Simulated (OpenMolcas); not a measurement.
# Se III: effect of the basis set

* Program: OpenMolcas
* Method: MS-RASPT2, IPEA 0.25 Eh, imaginary shift 0.1 Eh (closed shells correlated: 3d 4s)
* Active space: 2 electrons in 9 orbitals (RAS2 4p; RAS3 4d 5s, at most 1 electron)
* State averaging: 2S+1 = 3 even, 3 roots; 2S+1 = 1 even, 6 roots; 2S+1 = 3 odd, 18 roots; 2S+1 = 1 odd, 18 roots
* Spin-orbit coupling: state interaction with AMFI integrals over the reference wave functions, term energies averaged over their components

A. ANO-RCC-VQZP [7s6p4d2f1g], DKH2, point nucleus; CASPT2 step of the order of 29 core-seconds
B. ANO-R3 [7s6p5d4f2g], X2C, finite nucleus; CASPT2 step roughly 40 core-seconds
C. ANO-RCC [9s8p6d4f2g], DKH2, point nucleus; CASPT2 step roughly 50 core-seconds

Energies in cm⁻¹ above 4s² 4p² ³P₀, the measured ground level; measured values from Moore, Atomic Energy Levels, vol. II, NSRDS-NBS 35 (1971 reprint of NBS Circular 467, 1952).

```json
{"Level": "4s² 4p² ³P₀", "A": "0.0", "B": "0.0", "C": "0.0", "Measured": "0.0"}
{"Level": "4s² 4p² ³P₁", "A": "1475", "B": "1491", "C": "1501", "Measured": "1741"}
{"Level": "4s² 4p² ³P₂", "A": "3480", "B": "3510", "C": "3520", "Measured": "3937"}
{"Level": "4s² 4p² ¹D₂", "A": "12770", "B": "12740", "C": "12740", "Measured": "13032"}
{"Level": "4s² 4p² ¹S₀", "A": "31910", "B": "32230", "C": "31740", "Measured": ""}
{"Level": "4s² 4p 4d ¹D°₂", "A": "119040", "B": "123420", "C": "119890", "Measured": ""}
{"Level": "4s² 4p 4d ³F°₂", "A": "122820", "B": "131370", "C": "123280", "Measured": ""}
{"Level": "4s² 4p 4d ³F°₃", "A": "123590", "B": "132410", "C": "123990", "Measured": ""}
{"Level": "4s² 4p 4d ³F°₄", "A": "125590", "B": "134400", "C": "126040", "Measured": ""}
{"Level": "4s² 4p 4d ³D°₁ [66 %]", "A": "128850", "B": "137870", "C": "128770", "Measured": ""}
{"Level": "4s² 4p 5s ³P°₀", "A": "129180", "B": "127620", "C": "127020", "Measured": "126277"}
{"Level": "4s² 4p 5s ³P°₁", "A": "129770", "B": "128090", "C": "127500", "Measured": "126781"}
{"Level": "4s² 4p 4d ³D°₃", "A": "130850", "B": "140120", "C": "130820", "Measured": ""}
{"Level": "4s² 4p 4d ³P°₁ [51 %]", "A": "132400", "B": "140130", "C": "132830", "Measured": ""}
{"Level": "4s² 4p 4d ³P°₀", "A": "132670", "B": "139940", "C": "132490", "Measured": ""}
{"Level": "4s² 4p 4d ¹P°₁", "A": "146610", "B": "157970", "C": "145480", "Measured": ""}
{"Level": "4s² 4p 4d ¹F°₃", "A": "148120", "B": "165420", "C": "146900", "Measured": ""}
```

Deviations, from unrounded energies. A percentage is the sum of absolute deviations over the sum of measured energies, with the sign that they share, or ± where signs differ.

```
                        Against measurement  Levels      A      B      C
             mean absolute deviation (cm-1)       5   1400    720    480
      fine structure of the ground term (%)       2  -12.7  -11.9  -11.5
other terms of the ground configuration (%)       1   -2.0   -2.2   -2.2
                   other configurations (%)       2   +2.3   +1.0   +0.6
```

C lies closest to measurement on these levels and A furthest from it. The largest miss of C in the table is 4s² 4p 5s ³P°₀, by +740 cm-1. The ranking rests on the paired levels alone, and a cruder setting can come out closer through cancelling errors.

Among A to C the level of the table that moves most is 4s² 4p 4d ¹F°₃, by 19000 cm-1 (lowest in C, highest in B). Moves below CASPT2's spread within the term are not significant.

Term energies are means over components that CASPT2 splits; among the terms shown or strongly mixed into the levels shown the widest spread is 310 cm-1 (4s² 4p 4d ¹F°, C). Over all roots computed the reference weight is 0.90 to 0.97 in A, 0.84 to 0.95 in B, 0.89 to 0.96 in C; the roots of lowest weight are the least certain, and an intruder state may touch them. ANO sets are built for valence states and can reach diffuse excited orbitals poorly, and with the s shell closed the s pⁿ⁺¹ terms that mix with these levels are absent. With the s shell closed, the reference lacks s² → p² mixing. Measured partners are found by configuration, term and J. A level has none where our copy of the source lacks it or the pairing is in doubt (some pairs that miss far off the trend of their configuration count as doubtful), and it then counts in no deviation. Only configurations of the active space appear. Levels that lie high or do not pair safely by name in every column are left out.

A share in square brackets marks a mixed level and gives the weight of the term that names it, the lowest over the columns. ° marks odd parity.
